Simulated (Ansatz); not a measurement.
Mulliken charges of CHBFNSe, SMILES `FC1=NB[Se]1` from ωB97M-V/def2-TZVPP in Ansatz (PBE0-D4/def2-TZVP geometry).

```json
{"atom": "F1", "x (Å)": "1.306", "y (Å)": "-1.788", "z (Å)": "-0.306", "charge (e)": "-0.115"}
{"atom": "C2", "x (Å)": "0.552", "y (Å)": "-0.742", "z (Å)": "-0.142", "charge (e)": "0.232"}
{"atom": "N3", "x (Å)": "-0.346", "y (Å)": "-0.611", "z (Å)": "0.746", "charge (e)": "-0.197"}
{"atom": "B4", "x (Å)": "-0.667", "y (Å)": "0.725", "z (Å)": "0.263", "charge (e)": "0.024"}
{"atom": "Se5", "x (Å)": "0.667", "y (Å)": "0.840", "z (Å)": "-1.247", "charge (e)": "-0.051"}
{"atom": "H6", "x (Å)": "-1.470", "y (Å)": "1.512", "z (Å)": "0.640", "charge (e)": "0.107"}
```

By hand: the dipole of these point charges (1 e Å = 4.8032 D).

Σ q r = (-0.161, 0.290, -0.006) e Å, of length 0.332 e Å = 1.59 D.

How does the dipole of the full density compare? (Estimate.)

Ansatz gave: (0.003, 0.251, -0.159) e Å, 1.43 D; the point charges give 1.11 times that, at 42° from its direction.

Point charges leave out the atoms' own dipoles, such as those of lone pairs, and Mulliken's split depends on the basis, so the two needn't agree.
